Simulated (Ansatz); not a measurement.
Ideal-gas functions of AlH3S3 (`[SH][Al]([SH])[SH]`) at 400 K and 1 bar, from an Ansatz frequency run at PBE0-D4/def2-TZVP.

Molar mass 126.21 g/mol, point group Cs (symmetry number 1), electronic degeneracy 1, moments of inertia 234.132, 242.663, 476.793 u Å². Harmonic wavenumbers (cm⁻¹, unscaled): 45, 118, 131, 183, 225, 239, 354, 538, 552, 607, 680, 709, 2706, 2710, 2714.

Use S(trans) = R[1.5 ln M + 2.5 ln T − 1.1517]; rotational temperatures θ = 24.2544 K / I; S(rot) = R[ln(√π/σ · √(T³/θAθBθC)) + 1.5]; for each mode x = 1.438777 ν̃/T, S = R[x/(eˣ − 1) − ln(1 − e⁻ˣ)] and H = RT x/(eˣ − 1); 1 cm⁻¹ = 0.0119627 kJ/mol; R = 8.31446 J/(mol·K).

Q: By hand: the entropy, in J/(mol·K).

A: Translation 175.3. Rotation: θ = 0.1036, 0.1, 0.0509 K, giving 123.3. Vibration, mode by mode: 23.46, 15.50, 14.65, 11.94, 10.30, 9.82, 6.85, 4.01, 3.86, 3.30, 2.68, 2.47, 0.01, 0.01, 0.01, in all 108.9. Electronic 0.0. Sum 407.5 J/(mol·K).

Q: By hand: H − E and G − E in kJ/mol, counted from the electronic energy.

A: Zero-point energy ½ × 12511 × 0.0119627 = 74.8; thermal vibration 21.1; translation, rotation and pV give 4 RT = 13.3. H − E = 109.2 kJ/mol, and G − E = 109.2 − 400 × 407.5/1000 = -53.8 kJ/mol.

Vibration gives 27 % of the entropy, 53.6 J/(mol·K) of it from the modes under 150 cm⁻¹: soft modes count most, and the harmonic formula is weakest for them. The sum counts one conformer and one mirror image; others add a mixing term.
